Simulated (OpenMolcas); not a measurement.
**CH4BFO (SMILES OCBF): the dipole moment, rung by rung**

CH4BFO: 8 atoms, total charge 0, spin state singlet. SMILES: `OCBF`. The coordinates come from a PBE0-D4/def2-TZVP relaxation. This is one conformer, not always the lowest.

```csv
atom,x (Å),y (Å),z (Å)
O,-1.2405,0.7626,-0.1693
C,0.1179,0.4250,-0.0136
B,0.3686,-1.1120,0.0760
F,-0.6229,-1.9767,0.0072
H,-1.3191,1.7175,-0.2173
H,0.5631,0.8720,0.8937
H,0.7442,0.7998,-0.8434
H,1.4810,-1.5454,0.2108
```

Each level gives the dipole moment (D). The values are calculated.

| level | kind | program | value (D) | CPU time |
| --- | --- | --- | --- | --- |
| SVWN5/def2-SVPD | LDA | OpenMolcas | 2.74 | 47 s |
| BLYP/def2-SVPD | GGA | OpenMolcas | 2.62 | 74 s |
| revPBE/def2-SVPD | GGA | OpenMolcas | 2.58 | 74 s |
| M06-L/def2-SVPD | meta-GGA | OpenMolcas | 2.67 | 91 s |
| TPSS/def2-SVPD | meta-GGA | OpenMolcas | 2.60 | 97 s |
| B3LYP/def2-SVPD | global hybrid | OpenMolcas | 2.75 | 67 s |
| BHLYP/def2-SVPD | global hybrid | OpenMolcas | 2.91 | 74 s |
| PBE0/def2-SVPD | global hybrid | OpenMolcas | 2.77 | 66 s |

The values span 2.58 to 2.91 D. Magnitudes only. Times are those of the runs behind each value, whatever else they computed, on shared processors of several kinds: orders of magnitude only.
